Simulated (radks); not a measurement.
Task: All-electron atom: the lanthanum ion La2+ in [Xe] 5d1 (the NIST ground configuration). All-electron calculation, scalar-relativistic Kohn-Sham, r2SCAN, spin-unpolarised, spherical densities, finite nucleus; meta-GGA in the generalised Kohn-Sham scheme; Fermi nuclear charge, rms radius 4.855 fm. Program: a radial shooting solver on a logarithmic mesh with Libxc functionals. Some entries of the table are withheld. Estimate them.

orbital,occ.,eigenvalue (hartree),<r^2> (bohr^2),r(max) (bohr)
1s,2,(1),0.0008541,0.01608
2s,2,(2),0.01362,0.09089
2p,6,-204.4831,0.01085,0.07314
3s,2,-49.44826,0.09258,0.2600
3p,6,-41.82119,0.09273,0.2546
3d,10,(3),0.07970,0.2104
4s,2,-10.46342,0.4829,0.6084
4p,6,-7.96833,0.5457,0.6352
4d,10,(4),0.6835,0.6715
5s,2,(5),2.743,1.413
5p,6,-1.30394,3.619,1.587
5d,1,-0.52446,7.590,2.109

Result: 
(1) 1s eigenvalue (hartree): -1426.846
(2) 2s eigenvalue (hartree): -228.2283
(3) 3d eigenvalue (hartree): -30.87409
(4) 4d eigenvalue (hartree): -4.34587
(5) 5s eigenvalue (hartree): -1.92817
